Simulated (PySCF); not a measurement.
These are PBE-D3(BJ)/def2-TZVP (PySCF) values and carry that method's errors. All species are isolated molecules in the gas phase. One relaxed conformer stands for a flexible species; it need not be the lowest. 

Reference species (SMILES): `OC1=CB1` (H–O–C–C torsion 180°) (neutral, multiplicity 1).

* **HOMO–LUMO gap**: 5.83 eV
* **S1 oscillator strength**: 0.001
* **HOMO**: -6.69 eV

After one change: the HOMO–LUMO gap decreases by 1.59 eV; the S1 oscillator strength is nearly the same; the HOMO rises by 0.05 eV.

Name the change that produced these shifts. The new species is one of these.
A. `OB1C=C1` (H–O–B–C torsion 180°)
B. `C=BC=O`
C. `[H]/B=C1\CO1`
D. `BOC#C`

D, `BOC#C`
